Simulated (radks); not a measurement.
The numbers below are computed, except where a source is named.
Problem. Lu34+, configuration [Kr] 4d1 (the NIST ground configuration). Level of theory: scalar-relativistic Kohn-Sham, LB94 model potential, spin-polarised, spherical densities, finite nucleus; open shells are filled with parallel spins first (spin-orbit coupling, left out, can overturn this in heavy ions); Fermi nuclear charge, rms radius 5.37 fm (a radial shooting solver on a logarithmic mesh with Libxc functionals). Some entries of the table are withheld. Estimate them.

| orbital | occ. | eigenvalue (hartree) | <r^2> (bohr^2) |
|---|---|---|---|
| 1s down | 1 | -2383.415 | 0.0005108 |
| 1s up | 1 | -2383.413 | 0.0005108 |
| 2s up | 1 | -449.4060 | 0.007882 |
| 2s down | 1 | -449.3944 | 0.007881 |
| 2p up | 3 | -401.9020 | 0.006457 |
| 2p down | 3 | -401.8951 | 0.006456 |
| 3s up | 1 | -140.7411 | 0.05053 |
| 3s down | 1 | -140.7378 | 0.05055 |
| 3p up | 3 | -126.4398 | 0.05075 |
| 3p down | 3 | -126.4346 | 0.05077 |
| 3d up | 5 | -109.5401 | 0.04175 |
| 3d down | 5 | -109.5208 | 0.04177 |
| 4s up | 1 | -62.73946 | 0.2106 |
| 4s down | 1 | -62.68540 | 0.2104 |
| 4p up | 3 | -57.49993 | (1) |
| 4p down | 3 | -57.44275 | (2) |
| 4d up | 1 | (3) | 0.2274 |
| 4d down | 0 | (4) | 0.2271 |

Solution. 
(1) 4p up <r^2> (bohr^2): 0.2246
(2) 4p down <r^2> (bohr^2): 0.2245
(3) 4d up eigenvalue (hartree): -51.02428
(4) 4d down eigenvalue (hartree): -50.97198
